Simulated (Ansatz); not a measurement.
**F2H3OSiSn+: where a starting geometry ends**

The starting geometry of this gas-phase singlet was optimised with GFN2-xTB.

```xyz
8

F    -0.8661    0.4292    2.1183
F     0.0239   -2.8373   -1.4455
O    -0.7593   -0.0019   -0.3662
Si   -1.2924   -0.7380    1.1252
Sn    0.5542   -0.9894   -2.0926
H    -0.3899   -1.8724    1.2609
H    -2.7421   -0.7540    1.0400
H    -0.9853    0.9385   -0.3790
```

Question: Where would you expect an optimisation with BLYP-D3(BJ)/def2-SVP to take it?

Answer: It keeps its bonds, and is `F[SiH2][OH+][Sn][F]`.

The energy falls by 0.30 eV over 14 steps:

| step | E − E(last) (eV) |
| --- | --- |
| 1 | 0.299 |
| 2 | 0.092 |
| 4 | 0.066 |
| 5 | 0.062 |
| 7 | 0.038 |
| 8 | 0.034 |
| 10 | 0.010 |
| 11 | 0.002 |
| 13 | 0.000 |
| 14 | 0.000 |

Final geometry (Å):

```yaml
atoms:
  - { symbol: F, position_ang: [-1.3555, 0.4862, 2.0164] }
  - { symbol: F, position_ang: [-0.5633, -2.4983, -1.1176] }
  - { symbol: O, position_ang: [-0.4848, 0.0528, -0.3857] }
  - { symbol: Si, position_ang: [-1.1644, -0.8038, 1.0478] }
  - { symbol: Sn, position_ang: [0.0945, -1.0283, -2.2645] }
  - { symbol: H, position_ang: [-0.1059, -1.6981, 1.5591] }
  - { symbol: H, position_ang: [-2.4714, -1.3586, 0.6406] }
  - { symbol: H, position_ang: [-0.4062, 1.0229, -0.2349] }
```

The end wasn't checked by frequencies. Atoms past krypton carry core potentials, without spin–orbit terms. Run with Ansatz 0.2.0, 23 s on 2 threads of Arm Neoverse V1, with other jobs on the host.
